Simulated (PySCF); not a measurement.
The numbers are results of PySCF with TPSSh-D3(BJ)/def2-TZVP // B3LYP-D3(BJ)/def2-TZVP, not measurements. Isolated molecules, 0 K electronic values unless said otherwise. One relaxed conformer stands for a flexible species; it need not be the lowest. Delta-SCF ions had no search for a lower state. Excitations are Tamm–Dancoff values on a coarser integration grid. The basis has no diffuse functions, so Rydberg states are missing or too high.

Reference species (SMILES): `O([SiH3])C=[SiH2]` (Si–C–O–Si torsion 0°) (neutral, multiplicity 1).

- T1 excitation (TDA) = 2.36 eV
- vertical ionisation energy (Delta-SCF) = 7.85 eV

Changed species: `C(/[SiH3])=[SiH]\O` (H–O–Si–C torsion 180°).

**Question.** Give the shifts of the T1 excitation (TDA) and vertical ionisation energy (Delta-SCF).

**Answer.** the T1 excitation (TDA) rises by 0.91 eV, to 3.27 eV; the vertical ionisation energy (Delta-SCF) rises by 0.43 eV, to 8.28 eV.
